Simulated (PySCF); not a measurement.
Species: Cl2HSi(SH), Cl2H2SSi.
Numbering: `[SH:1][SiH:2]([Cl:3])[Cl:4]`

The calculation used delta-SCF UKS SCAN, pcX-2 on the ionised atom, pcseg-1 elsewhere, spin-free X2C in PySCF. These are vertical core ionisation energies against the vacuum level, from separate self-consistent calculations with and without the core hole.

Some binding energies are withheld.

| atom(s) | bonded to | level | binding energy (eV) |
| --- | --- | --- | --- |
| Si2 | 2 Cl, S and H | Si 1s | ? |
| Si2 | 2 Cl, S and H | Si 2p3/2 | 109.17 |
| S1 | H and Si | S 1s | 2477.90 |
| Cl3/Cl4 | Si | Cl 1s | 2829.14 |
| Cl3/Cl4 | Si | Cl 2p3/2 | ? |

Problem. Fill in Cl 2p3/2 for Cl3/Cl4.

Solution. 206.56 eV (silicon-bound chlorine), with 2p1/2 at 208.21 eV.

Problem. Fill in Si 1s for Si2.

Solution. 1849.24 eV (chlorine-bound silicon).

Problem. Express the binding energy of Cl 1s of Cl3/Cl4 in atomic units and per mole.

Solution. 2829.14 eV = 103.9690 Eh = 272971 kJ/mol.

Topologically equivalent atoms share the value of their first member; where this conformer doesn't relate them by symmetry, their own values could differ. Not every level is listed. Spin–orbit and ligand-field terms were added within each 2p shell after the spin-free SCF. 2p1/2 minus 2p3/2 (ligand field included): Si 0.63 eV, Cl 1.65 eV. The structure is a single PBE0-D3(BJ)/def2-SVP conformer in the gas phase; no vibrational or solvent corrections.

The values belong to the conformer `[SH:1][SiH:2]([Cl:3])[Cl:4]`: H–S1–Si2–Cl3 180°.
